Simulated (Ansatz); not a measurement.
Start from `[SiH3]O[Si]1(Cl)CO1` and change one atom or group to get `CO[Si]1(Cl)CO1`.

Ansatz, PBE0-D4/def2-TZVP geometries, multiplicity 1. Each molecule was computed in one conformer, which needn't be the lowest.

```
                                          property  `[SiH3]O[Si]1(Cl)CO1`
              HOMO–LUMO gap (PBE0/def2-TZVPP) / eV                   7.46
    size of the dipole moment (PBE/def2-TZVPP) / D                   1.88
                 HOMO energy (PBE/def2-TZVPP) / eV                  -6.48
                 LUMO energy (PBE/def2-TZVPP) / eV                  -1.30
size of the dipole moment (ωB97M-V/def2-TZVPP) / D                   2.07
               HOMO–LUMO gap (PBE/def2-TZVPP) / eV                   5.18
```

(1) Give the same properties after the change, and the shifts. (Estimate.)

## Answers

(1) Computed: 
```tsv
property	`CO[Si]1(Cl)CO1`	shift
HOMO–LUMO gap (PBE0/def2-TZVPP) / eV	7.96	0.50
size of the dipole moment (PBE/def2-TZVPP) / D	2.13	0.25
HOMO energy (PBE/def2-TZVPP) / eV	-6.33	0.15
LUMO energy (PBE/def2-TZVPP) / eV	-0.77	0.53
size of the dipole moment (ωB97M-V/def2-TZVPP) / D	2.34	0.27
HOMO–LUMO gap (PBE/def2-TZVPP) / eV	5.56	0.38
```

With PBE0 the HOMO rises by 0.13 eV and the LUMO rises by 0.63 eV, so the gap widens by about 0.50 eV. PBE moves the HOMO by 0.15 eV and ωB97M-V by 0.12 eV. Dipoles are sizes alone; their direction can turn.
